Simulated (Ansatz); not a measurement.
F2Zn (SMILES [F][Zn][F]) moved off its minimum; all values from Ansatz (an electronic-structure program), cores frozen in correlated methods.
(charge 0, multiplicity 1)
```xyz
3

Zn     0.16459     0.31276     0.14022
F      0.04918     0.01820     1.82598
F     -0.20421    -0.06292    -1.67501
```

Forces at B3LYP/def2-TZVPP (eV/Å):

```csv
atom,Fx,Fy,Fz
Zn1,-0.845,-0.944,-3.094
F2,0.177,0.178,0.904
F3,0.667,0.766,2.190
```

Task: Give the forces (eV/Å), the total energy and the dipole at CCSD(T)/def2-TZVPPD.

Result: 
```tsv
atom	Fx	Fy	Fz
Zn1	-0.858	-0.967	-3.037
F2	0.180	0.193	0.758
F3	0.678	0.774	2.279
```
Energy -1977.8101 hartree, dipole 2.32 D.
